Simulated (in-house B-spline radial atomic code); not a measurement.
Relativistic effects in Si VII (Si6+), [He] 2s2 2p4: non-relativistic Hartree-Fock (point nucleus) against Dirac-Hartree-Fock (Fermi nucleus of rms radius 3.1224 fm), both averages of the configuration, computed with an all-electron radial atomic-structure program (B-spline basis).

```
orbital  ε NR (Eh)  ε Dirac (Eh)  <r> NR (bohr)  <r> Dirac (bohr)  change of <r> (%)
  1s1/2    -74.698             ?         0.1112                 ?                  ?
  2s1/2    -10.815       -10.849         0.5328             0.531               -0.3
  2p1/2    -9.2926       -9.3159         0.4848            0.4831               -0.3
  2p3/2    -9.2926             ?         0.4848                 ?                  ?
```

Question: What happens to 2p3/2?

Answer: Its energy goes to -9.2873 hartree and <r> to 0.4847 bohr (-0.01 %).

Question: What happens to 1s1/2?

Answer: Its energy goes to -74.886 hartree and <r> to 0.1108 bohr (-0.33 %).

Question: What explains the pattern of contraction and expansion?

Answer: The s and p1/2 orbitals contract directly, as their density near the nucleus moves at relativistic speed. Nothing expands appreciably in this ion.

Question: By how much does the total energy change?

Answer: By -0.6187 hartree, from -271.510 to -272.129.
